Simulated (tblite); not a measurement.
C4H10N, doublet, geometry from GFN2-xTB; GFN1-xTB (tblite).

The tblite input:
```
$ tblite run mol.xyz --method gfn1 --charge 0 --spin 1 --json tblite.json --no-restart

# file mol.xyz
15

C      0.67820005    -0.41699441     1.29444918
C      0.02857092    -0.02960167     0.02237235
C     -0.90329571    -1.12664449    -0.49435635
C      1.05588681     0.34741539    -1.04597549
N     -0.80498467     1.17133937     0.27104294
H      0.13254030    -0.98583015     2.02430752
H      1.56583299     0.09255802     1.62075569
H     -1.63236915    -1.39634447     0.26643342
H     -1.43433206    -0.77216324    -1.37336694
H     -0.33024515    -2.01216935    -0.75474050
H      0.54531946     0.71729722    -1.93074925
H      1.72006284     1.12597566    -0.67746316
H      1.65311761    -0.51991661    -1.31316773
H     -1.51135369     0.97099308     0.97128310
H     -0.22985286     1.93517531     0.61046915
```

Output, abridged:

```
xTB calculator
 | screened Coulomb repulsion
 | Coulomb electrostatics
 |  * isotropic Klopman-Ohno-Mataga-Nishimoto electrostatics
 |  * onsite third-order electrostatics
 | DFT-D3(BJ) dispersion correction

halogen bonding energy    0.0000000000000E+00 Eh
repulsion energy          2.2564899778699E-01 Eh
dispersion energy        -5.1980557223684E-03 Eh
number of electrons       3.1000000000000E+01 e
integral cutoff           1.9731147476801E+01 bohr

------------------------------------------------------------
  cycle        total energy    energy error   density error
------------------------------------------------------------
      1     -16.95651954561  -1.7176970E+01   5.7280500E-01
      2     -16.98613075652  -2.9611211E-02   3.2981034E-01
      3     -16.98711903241  -9.8827589E-04   4.4011586E-02
      4     -16.98739107075  -2.7203834E-04   5.9312924E-03
      5     -16.98742598205  -3.4911291E-05   1.2582739E-03
      6     -16.98742727464  -1.2925905E-06   2.9968778E-04
      7     -16.98742734417  -6.9533627E-08   4.9219533E-05
      8     -16.98742734580  -1.6340849E-09   4.3225571E-06
------------------------------------------------------------

electronic energy        -1.7207878287868E+01 Eh
total energy             -1.6987427345803E+01 Eh

Post processing:
 | Mayer-Wiberg bond orders

[Info] JSON dump of results written to 'tblite.json'
```
